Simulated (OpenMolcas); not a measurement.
## Worked example: vertical energy of the triplet above the singlet of C2HBF2 (SMILES C#CB(F)F)

The species is C2HBF2 (6 atoms), meant as a singlet with charge 0. As SMILES, `C#CB(F)F`. The shape is that of a PBE0-D4/def2-TZVP optimisation.

Both states at this one shape; open shells run unrestricted unless said. 1 Eh = 27.2114 eV.

| level | program | singlet C2HBF2 (Eh) | triplet C2HBF2 (Eh) |
| --- | --- | --- | --- |
| HF/def2-SVPD | OpenMolcas | -299.728356 | -299.563018 |
| TPSS/def2-SVPD | OpenMolcas | -301.227048 | -301.054529 |
| BHLYP/def2-SVPD | OpenMolcas | -301.065291 | -300.894137 |

Q: Work out the vertical gap, second state less first, at each level.

A: 
1. HF/def2-SVPD: -299.563018 − (-299.728356) = 0.165338 Eh = 4.50 eV.
2. TPSS/def2-SVPD: -301.054529 − (-301.227048) = 0.172519 Eh = 4.69 eV.
3. BHLYP/def2-SVPD: -300.894137 − (-301.065291) = 0.171154 Eh = 4.66 eV.

No measured value is set beside it here; the levels span 4.50 to 4.69 eV. Hartree–Fock favours the state with fewer electron pairs, since it lacks pair correlation.
